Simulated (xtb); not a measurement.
Hf(Cl)(SH)3 (ClH₃HfS₃), SMILES [SH][Hf]([SH])([SH])[Cl], multiplicity 1. All values are semi-empirical tight-binding results from xtb (GFN2-xTB unless named), good for trends rather than for accurate numbers. Geometry optimised at GFN2-xTB. The multiplicity is an assumed one; no other spin state was optimised. The structure was generated by enumeration; whether it is a known compound was not checked. One conformer was computed; it need not be the lowest.

For metal compounds this method's bond lengths and energies can be far off.

- orbital gap = 1.90 eV
- zero-point energy = 16.2 kcal/mol
- G − E(el) at 298.15 K (modified RRHO) = -7.7 kcal/mol
